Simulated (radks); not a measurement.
Coulomb parameter of the 5d shell of the platinum ion Pt3+ in the model configuration [Xe] 4f14 5d6 6p1, as a second difference U = [E(n + 0.25) + E(n - 0.25) - 2 E(n)] / (0.25)^2 with all orbitals relaxed. "Bare": the charge of the atom changes with n. "Screened": the 6p shell takes up the change at fixed total charge, which measures U(5d,5d) + U(6p,6p) - 2 U(5d,6p). Method: Dirac Kohn-Sham, BLYP, spin-unpolarised, spherical densities, finite nucleus; open shells are shared between the two j in proportion to 2j + 1; Fermi nuclear charge, rms radius 5.427 fm; computed with a radial shooting solver on a logarithmic mesh with Libxc functionals.

| case | configuration | E - E(n) (eV) |
|---|---|---|
| start | [Xe] 4f14 5d6 6p1 | 0.000 |
| bare +0.25 | [Xe] 4f14 5d6.25 6p1 | -10.259 |
| bare -0.25 | [Xe] 4f14 5d5.75 6p1 | 11.108 |
| screened +0.25 | [Xe] 4f14 5d6.25 6p0.75 | -4.291 |
| screened -0.25 | [Xe] 4f14 5d5.75 6p1.25 | 4.443 |

U(bare) = 13.595 eV, U(screened by 6p) = 2.423 eV.
